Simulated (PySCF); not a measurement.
## The 26-electron isoelectronic series, spin-free X2C

All values are computed (PySCF 2.14, energy differences of UHF-based or UKS calculations, no spin-orbit coupling). Each ion has its own even-tempered basis scaled to its charge (18s13p8d4f3g for the first); frozen: [Ne]. Ionisation energies in eV.

```json
{"ion": "Sm(36+)", "configuration": "[Ar] 3d8 (3F)", "UHF": "2578.5", "LDA": "2579.3", "PBE": "2579.1", "PBE0": "2579.5", "r2SCAN": "2580.6", "MP2 (outer shells)": "2580.0", "NIST (with spin-orbit, Breit and QED)": "2569 ± 5 (t)"}
{"ion": "Eu(37+)", "configuration": "[Ar] 3d8 (3F)", "UHF": "2707.4", "LDA": "2708.1", "PBE": "2708.0", "PBE0": "2708.4", "r2SCAN": "2709.5", "MP2 (outer shells)": "2708.9", "NIST (with spin-orbit, Breit and QED)": "2697 ± 4 (t)"}
{"ion": "Tb(39+)", "configuration": "[Ar] 3d8 (3F)", "UHF": "2974.5", "LDA": "2975.1", "PBE": "2975.0", "PBE0": "2975.5", "r2SCAN": "2976.6", "MP2 (outer shells)": "2976.0", "NIST (with spin-orbit, Breit and QED)": "2961 ± 4 (t)"}
{"ion": "Dy(40+)", "configuration": "[Ar] 3d8 (3F)", "UHF": "3112.8", "LDA": "3113.3", "PBE": "3113.2", "PBE0": "3113.6", "r2SCAN": "3114.8", "MP2 (outer shells)": "3114.3", "NIST (with spin-orbit, Breit and QED)": "3098 ± 4 (t)"}
{"ion": "Ho(41+)", "configuration": "[Ar] 3d8 (3F)", "UHF": "3254.1", "LDA": "3254.6", "PBE": "3254.5", "PBE0": "3255.0", "r2SCAN": "3256.2", "MP2 (outer shells)": "3255.6", "NIST (with spin-orbit, Breit and QED)": "3238 ± 4 (t)"}
{"ion": "Er(42+)", "configuration": "[Ar] 3d8 (3F)", "UHF": "3398.5", "LDA": "3398.9", "PBE": "3398.8", "PBE0": "3399.3", "r2SCAN": "3400.6", "MP2 (outer shells)": "3400.0", "NIST (with spin-orbit, Breit and QED)": "3381 ± 4 (t)"}
{"ion": "Tm(43+)", "configuration": "[Ar] 3d8 (3F)", "UHF": "3546.1", "LDA": "3546.4", "PBE": "3546.4", "PBE0": "3546.9", "r2SCAN": "3548.1", "MP2 (outer shells)": "3547.6", "NIST (with spin-orbit, Breit and QED)": "3528 ± 4 (t)"}
{"ion": "Yb(44+)", "configuration": "[Ar] 3d8 (3F)", "UHF": "3696.7", "LDA": "3697.0", "PBE": "3696.9", "PBE0": "3697.5", "r2SCAN": "3698.7", "MP2 (outer shells)": "3698.2", "NIST (with spin-orbit, Breit and QED)": "3677 ± 4 (t)"}
{"ion": "Lu(45+)", "configuration": "[Ar] 3d8 (3F)", "UHF": "3850.5", "LDA": "3850.7", "PBE": "3850.7", "PBE0": "3851.2", "r2SCAN": "3852.5", "MP2 (outer shells)": "3852.0", "NIST (with spin-orbit, Breit and QED)": "3828 ± 4 (t)"}
```

Question: Interpolate the row of Gd(38+).

Answer: configuration [Ar] 3d8 (3F); UHF 2839.4; LDA 2840.1; PBE 2840.0; PBE0 2840.4; r2SCAN 2841.5; MP2 (outer shells) 2840.9; NIST (with spin-orbit, Breit and QED) 2827 ± 4 (t).

Each ion has its own basis, which adds noise of up to about 0.1 % along the series.

NIST values marked (s) are semi-empirical, (t) theoretical. Open shells are high-spin determinants of the terms that Hund's rules give; for the heavier ions, far from LS coupling, these are not the ground levels.

Spin-orbit coupling of the open shells is absent from the calculated values and included in NIST's; it grows fast with Z.
